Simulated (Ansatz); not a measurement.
`F[SiH2][InH2]` + `C[SeH]` → `C[Se][InH2]` + `F[SiH3]` at 700 K and 1 bar (cleavage of the In–Si bond).

Gas-phase electronic energies from Ansatz, PBE0-D4/def2-TZVP geometries. CBS: MP2 limit from def2 TZ/QZ plus the TZ coupled-cluster correction, frozen cores. This one scheme is used for every species. def2 core potentials past Kr. For In, Se outer-core shells are correlated without core-valence functions, which leaves a few kJ/mol of doubt a bond. Scalar relativity is left out up to krypton.

| species | CCSD(T)/CBS energy (Eh) | H − E (kJ/mol) | S (J/(mol·K)) |
| --- | --- | --- | --- |
| `F[SiH2][InH2]` | -581.11562 | 144.5 | 427.2 |
| `C[SeH]` | -2441.15625 | 157.6 | 325.3 |
| `C[Se][InH2]` | -2631.58862 | 195.1 | 443.3 |
| `F[SiH3]` | -390.72345 | 108.4 | 291.4 |

H − E and S are ideal-gas, rigid-rotor, harmonic terms from PBE0-D4/def2-TZVP. 1 Eh = 2625.50 kJ/mol, R = 8.31446 J/(mol·K).

Q: By hand: ΔE, ΔH, ΔS and ΔG.

A: ΔE = (-2631.58862) + (-390.72345) − (-581.11562) − (-2441.15625) = -0.04020 Eh = -105.5 kJ/mol. Δ(H − E) = 195.1 + 108.4 − 144.5 − 157.6 = 1.4, so ΔH = -104.1 kJ/mol. ΔS = 443.3 + 291.4 − 427.2 − 325.3 = -17.8 J/(mol·K). ΔG = -104.1 − 700 × (-17.8)/1000 = -91.6 kJ/mol.

Q: By hand: the equilibrium constant, and the temperature at which ΔG would vanish if ΔH and ΔS stayed fixed.

A: log₁₀ K = −ΔG/(RT ln 10) = 6.8. ΔG = 0 at ΔH/ΔS = 5848 K, far beyond where these terms or the molecules hold.

ΔH outweighs TΔS. A doubt of 5 kJ/mol in ΔE shifts log₁₀ K by 0.4 here. Modes under 60 cm⁻¹, often nearly free rotors, make the harmonic entropy too high. These are equilibria of isolated gas molecules and say nothing of rates. Largest T1 diagnostic: 0.014 (customary marks: 0.02 for closed shells, 0.045 for open ones).
